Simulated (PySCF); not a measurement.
Species: CH8FPSi2.
Atom-mapped SMILES: `[CH3:1][SiH2:2][Si@H:3]([F:4])[PH2:5]` (hydrogens: H6, H7, H8 on C1; H9, H10 on Si2; H11 on Si3; H12, H13 on P5)

Computed by this run: PySCF 2.14.0, PBE0-D3(BJ)/def2-SVP geometry optimisation, gas phase; density fitting, grid level 1; the optimiser is geomeTRIC in internal coordinates, started from a GFN2-xTB structure with every atom displaced at random (about 0.01 Å).

Step 2: E = -28905.4089 eV
```
atom  x, y, z in Å  |  force x, y, z in eV/Å
C1      1.8895    0.3649    0.4000    0.007  -0.022   0.056
Si2     0.7212   -0.0857   -1.0076    0.000   0.021  -0.009
Si3    -1.2791   -0.9671   -0.1647   -0.120  -0.100  -0.233
F4     -2.1869   -1.4747   -1.4379    0.126   0.071   0.200
P5     -2.5373    0.4879    1.0204   -0.037   0.032   0.022
H6      1.4107    1.0724    1.0948    0.001  -0.001  -0.010
H7      2.7994    0.8411    0.0040    0.003  -0.005   0.003
H8      2.1909   -0.5271    0.9720   -0.017   0.027  -0.028
H9      1.3508   -1.0846   -1.9279    0.015   0.008   0.002
H10     0.3861    1.1390   -1.8017   -0.019  -0.013  -0.013
H11    -1.0444   -2.1440    0.7282    0.008  -0.006   0.006
H12    -1.4595    0.7512    1.9248    0.016  -0.012   0.003
H13    -2.2343    1.6090    0.1868    0.018  -0.001   0.001
```

Step 3: E = -28905.4120 eV
```
atom  x, y, z in Å  |  force x, y, z in eV/Å
C1      1.8704    0.3696    0.4048   -0.013   0.054  -0.012
Si2     0.7185   -0.0867   -1.0146   -0.003   0.008  -0.009
Si3    -1.2792   -0.9707   -0.1716   -0.016  -0.024  -0.013
F4     -2.1931   -1.4745   -1.4310   -0.014  -0.013  -0.007
P5     -2.5176    0.4967    1.0242    0.002   0.003  -0.001
H6      1.3814    1.0769    1.0923    0.006   0.002  -0.003
H7      2.7845    0.8457    0.0188    0.004   0.000   0.006
H8      2.1648   -0.5206    0.9784    0.005  -0.041   0.023
H9      1.3634   -1.0829   -1.9271    0.012   0.005   0.002
H10     0.3756    1.1301   -1.8175   -0.005  -0.004  -0.003
H11    -1.0430   -2.1455    0.7243    0.009  -0.006   0.000
H12    -1.4257    0.7328    1.9194    0.006  -0.001   0.014
H13    -2.1928    1.6116    0.1911    0.008   0.018   0.003
```

Step 4: E = -28905.4132 eV
```
atom  x, y, z in Å  |  force x, y, z in eV/Å
C1      1.8537    0.3761    0.4077   -0.014   0.047  -0.021
Si2     0.7165   -0.0897   -1.0211   -0.007  -0.002  -0.010
Si3    -1.2812   -0.9760   -0.1794    0.039   0.018   0.070
F4     -2.2030   -1.4773   -1.4302   -0.061  -0.036  -0.072
P5     -2.4976    0.5037    1.0273    0.015  -0.002  -0.012
H6      1.3563    1.0853    1.0871    0.005   0.001   0.000
H7      2.7718    0.8515    0.0304    0.003  -0.001   0.004
H8      2.1419   -0.5128    0.9869    0.006  -0.031   0.024
H9      1.3759   -1.0845   -1.9248    0.011   0.004   0.003
H10     0.3701    1.1208   -1.8320    0.000   0.001   0.001
H11    -1.0438   -2.1495    0.7182    0.004  -0.005  -0.006
H12    -1.3984    0.7156    1.9202   -0.003  -0.004   0.011
H13    -2.1550    1.6191    0.2011    0.002   0.011   0.006
```

Step 5: E = -28905.4144 eV
```
atom  x, y, z in Å  |  force x, y, z in eV/Å
C1      1.8272    0.3892    0.4104   -0.008   0.011  -0.012
Si2     0.7143   -0.0966   -1.0316   -0.008  -0.009  -0.010
Si3    -1.2850   -0.9841   -0.1922    0.074   0.047   0.106
F4     -2.2216   -1.4805   -1.4326   -0.069  -0.034  -0.085
P5     -2.4652    0.5141    1.0315    0.016  -0.007  -0.021
H6      1.3176    1.1044    1.0740    0.001   0.001   0.003
H7      2.7521    0.8612    0.0456    0.001  -0.003  -0.001
H8      2.1052   -0.4952    1.0033    0.002   0.000   0.011
H9      1.3977   -1.0909   -1.9181    0.006   0.003   0.004
H10     0.3654    1.1033   -1.8568    0.002   0.004   0.003
H11    -1.0490   -2.1576    0.7059   -0.002  -0.003  -0.010
H12    -1.3608    0.6818    1.9282   -0.012  -0.009   0.005
H13    -2.0908    1.6333    0.2236   -0.002  -0.001   0.008
```

Problem. Estimate the geometry and energy of step 6. (The exact step hangs on the optimiser's Hessian estimate; all steps are aligned on step 5, rigid shifts and turns removed.)

Solution. E = -28905.4151 eV, largest force 0.097 eV/Å
```
atom  x, y, z in Å  |  force x, y, z in eV/Å
C1      1.8098    0.4012    0.4101    0.000  -0.014   0.001
Si2     0.7141   -0.1039   -1.0390   -0.005  -0.008  -0.006
Si3    -1.2876   -0.9882   -0.2009    0.054   0.038   0.071
F4     -2.2354   -1.4780   -1.4374   -0.037  -0.011  -0.048
P5     -2.4444    0.5200    1.0335    0.007  -0.010  -0.020
H6      1.2929    1.1249    1.0585   -0.002   0.003   0.002
H7      2.7399    0.8674    0.0513    0.000  -0.003  -0.003
H8      2.0795   -0.4764    1.0181   -0.002   0.019  -0.001
H9      1.4145   -1.1004   -1.9094    0.001   0.001   0.004
H10     0.3658    1.0872   -1.8772    0.001   0.003   0.002
H11    -1.0573   -2.1649    0.6944   -0.002  -0.002  -0.009
H12    -1.3446    0.6489    1.9421   -0.013  -0.009   0.001
H13    -2.0401    1.6445    0.2473   -0.002  -0.007   0.006
```

The energy changes by -0.0007 eV. The first-order estimate −F·Δx gives -0.0010 eV and the mean of the old and new forces, exact on a quadratic surface, -0.0007 eV. The step makes an angle of 87° with the force vector and moves no atom by more than 0.057 Å.

What follows is the cost of the whole optimisation. Time: 1.8 min wall; peak memory 0.52 GiB. Hardware: Arm Neoverse N1, one thread, shared host with 64 logical CPUs at a one-minute load of 62.
